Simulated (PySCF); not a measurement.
Delta-SCF ions had no search for a lower state. Excitations are Tamm–Dancoff values on a coarser integration grid. The basis has no diffuse functions, so Rydberg states are missing or too high.

Cartesian coordinates (Å):
```xyz
11

B      1.2686    -0.5388    -0.2127
C      0.0694     0.4375    -0.3401
C     -1.1791    -0.3471     0.1067
O      0.1684     1.6598     0.3795
H      1.3514    -1.4844    -0.9396
H      2.0822    -0.3953     0.6593
H     -0.0854     0.7087    -1.3932
H     -1.3849    -1.1885    -0.5583
H     -1.0730    -0.7283     1.1266
H     -2.0357     0.3297     0.0947
H      0.8181     1.5468     1.0770
```
Charge 0, multiplicity 1.

Q: What is the computed vertical ionisation energy (Delta-SCF), S1 oscillator strength, LUMO, dipole moment, S1 excitation (TDA), S1–T1 gap (TDA), HOMO–LUMO gap and T1 excitation (TDA) (PBE0-D4/def2-TZVP in PySCF 2.14.0)?

A: 
- vertical ionisation energy (Delta-SCF): 10.16 eV
- S1 oscillator strength: 0.015
- LUMO: -1.60 eV
- dipole moment: 0.248 e·Å
- S1 excitation (TDA): 4.79 eV
- S1–T1 gap (TDA): 0.45 eV
- HOMO–LUMO gap: 6.16 eV
- T1 excitation (TDA): 4.34 eV
